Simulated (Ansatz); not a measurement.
Reactions of GaGeH7Si, SMILES `[SiH3][GeH2][GaH2]`.

Isolated molecules relaxed with PBE0-D4/def2-TZVP in Ansatz; ΔE leaves out vibrations. CCSD(T)/CBS adds triple-zeta CCSD(T) − MP2 to the extrapolated MP2 energy (def2 sets, frozen cores). This one scheme is used for every species. DFT in def2-TZVPP. B3LYP here is the variant with VWN-RPA as its local correlation; programs differ in this. For Ga, Ge outer-core shells are correlated without core-valence functions, which leaves a few kJ/mol of doubt a bond. Scalar relativity is left out up to krypton. Each species was taken in one conformer, which may not be the lowest.

| reaction | MP2/CBS(def2) (kcal/mol) | PBE-D4 (kcal/mol) | PBE0-D4 (kcal/mol) | B3LYP-D4 (kcal/mol) | CCSD(T)/CBS(def2) (kcal/mol) |
| --- | --- | --- | --- | --- | --- |
| `[SiH3][GeH2][GaH2]` + `CCB(O)O` → `CCB(O)O[SiH3]` + `[GaH2][GeH3]` | -15.0 | -9.6 | -11.1 | -15.0 | -14.4 |
| `[SiH3][GeH2][GaH2]` + CH₃SH → `C[S][GeH2][SiH3]` + `[GaH3]` | -0.1 | 1.3 | 1.0 | 0.4 | 1.0 |
| `[SiH3][GeH2][GaH2]` + `PP` → `P[PH][GaH2]` + `[SiH3][GeH3]` | -3.7 | -2.6 | -2.4 | -0.1 | -2.3 |
| `[SiH3][GeH2][GaH2]` + HCl → `[SiH3][GeH2][Cl]` + `[GaH3]` | -5.0 | -3.7 | -4.6 | -5.9 | -4.4 |
| `[SiH3][GeH2][GaH2]` + `C=O` → `O=[CH][GeH2][SiH3]` + `[GaH3]` | 17.7 | 15.7 | 16.9 | 16.0 | 17.3 |

Largest T1 diagnostic: 0.015, for `C=O`.
